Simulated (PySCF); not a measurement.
**Multinuclear NMR of C₅H₇ClO₃Si**

Mapped SMILES: `[CH2:1]=[C:2]([CH:3]=[O:4])[Si@H:5]([Cl:6])[O:7][C:8]([CH3:9])=[O:10]`; H(Xn) means a hydrogen on atom n. Ha(C1) is cis to C3; Hb(C1) is trans to C3.

PySCF 2.14 calculation with σ from GIAO-PBE0/pcSseg-1 and structure optimised with GFN2-xTB; no solvent model, non-relativistic Hamiltonian, single conformer, one averaged value for each set of equivalent atoms.

Question: Where does 29Si resonate?

Answer: 
```csv
atoms,environment,σ (ppm),δ (ppm)
Si5,"silicon bonded to C, Cl, O, H",362.8,-18.3
```

Shieldings were converted by a linear fit to measured shifts: 29Si (scatter 8.9 ppm rms, 25.8 ppm with the 6 outliers that the fit left out vs TMS, solution or neat liquid). Occasional misses reach two or three times the rms, and more in compound classes unlike the fitted ones.

On a 300 MHz spectrometer 29Si resonates near 59.6 MHz, so 1 ppm is 59.6 Hz.

Question: Predict the 17O NMR data.

Answer: 
```tsv
atoms	environment	σ (ppm)	δ (ppm)
O4	aldehyde oxygen	-340.4	576.8
O10	carbonyl oxygen	-136.2	390.8
O7	oxygen bonded to C, Si	115.9	161.1
```

Shieldings were converted by a linear fit to measured shifts: 17O (scatter 10.7 ppm rms, 12.2 ppm with the 3 outliers that the fit left out vs liquid water, solution or neat liquid). A few per cent of atoms miss by over 2 rms, more outside the fitted compound classes.

On a 600 MHz spectrometer 17O resonates near 81.3 MHz, so 1 ppm is 81.3 Hz.
